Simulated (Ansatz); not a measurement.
Born–Oppenheimer molecular dynamics of CH₅Ga (7 atoms, charge 0, multiplicity 1). It starts from a relaxed structure.

The calculation used RKS B3LYP/def2-SVP (Ansatz 0.2.0).

* ensemble: NVT, Nosé–Hoover chain
* time step: 0.25 fs
* steps asked: 250
* set temperature: 500 K
* thermostat: time constant 100 fs, chain length 3 (defaults)
* seed: 169389

First frame:

```xyz
7
Properties=species:S:1:pos:R:3
Ga -0.007 -0.006 -0.005
C -0.010 -0.017 1.976
H -0.986 -0.301 2.397
H 0.765 -0.693 2.372
H 0.234 0.997 2.338
H 1.362 0.009 -0.793
H -1.358 0.010 -0.824
```

How far do the bonds stretch over the last three quarters of this one trajectory? (Pairs bonded in most of those frames.)


```tsv
bond	mean (Å)	spread (Å)	shortest	longest
Ga1–C2	2.018	0.058	1.91	2.10
Ga1–H6	1.584	0.018	1.55	1.61
Ga1–H7	1.583	0.008	1.57	1.60
C2–H3	1.101	0.007	1.09	1.11
C2–H4	1.106	0.007	1.09	1.12
C2–H5	1.107	0.019	1.07	1.14
```

Mean temperature of the second half: 251 K. The conserved energy stayed within 0.023 meV per atom of its start (net change 0.02 meV per atom), so the integration is sound. The mean temperature of the second half is 50 % below the set value. A run of 0.062 ps of so small a system gives no equilibrium averages.

The run took 9.5 min on 1 thread of Arm Neoverse V1, with other jobs on the host, peak memory 0.13 GiB.
